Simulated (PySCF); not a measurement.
Species: F2OSe.
Z-matrix (Å and degrees, PBE0-D3(BJ)/def2-SVP geometry), rows numbered from 1:
```
O 
Se  1  1.5784
F   2  1.7489  1  105.16
F   2  1.7484  1  105.04  3   -96.36
```

The calculation used PySCF, delta-SCF UKS SCAN, pcX-2 on the ionised atom, pcseg-1 elsewhere, spin-free X2C. Every row has its own mixed basis.

```tsv
ionised atom	basis functions	E(ground) (Eh)	E(ionised) (Eh)
O1	100	-2698.44792	-2678.63950
F3	100	-2698.46113	-2673.00058
```

Q: Turn these total energies into binding energies.

A: E(ionised) − E(ground), at 27.2114 eV a hartree:

```
atom            environment  difference (Eh)  binding energy (eV)
  O1    oxygen bonded to Se         19.80842               539.01
  F3  fluorine bonded to Se         25.46055               692.82
```

Q: How much do the ground-state energies differ, and what would follow from using one of them for all holes?

A: They run from -2698.4611 Eh (core basis on F3) to -2698.4479 Eh (on O1), 0.0132 Eh or 0.36 eV apart, though the state is the same; only basis and grid differ. Pairing the ion of O1 with the ground state of F3 would put its binding energy 0.36 eV too high.

Only 1s holes are shown. Atoms equivalent by their bonding share one computed value, that of the first of them. Isolated species at its PBE0-D3(BJ)/def2-SVP geometry, gas phase.
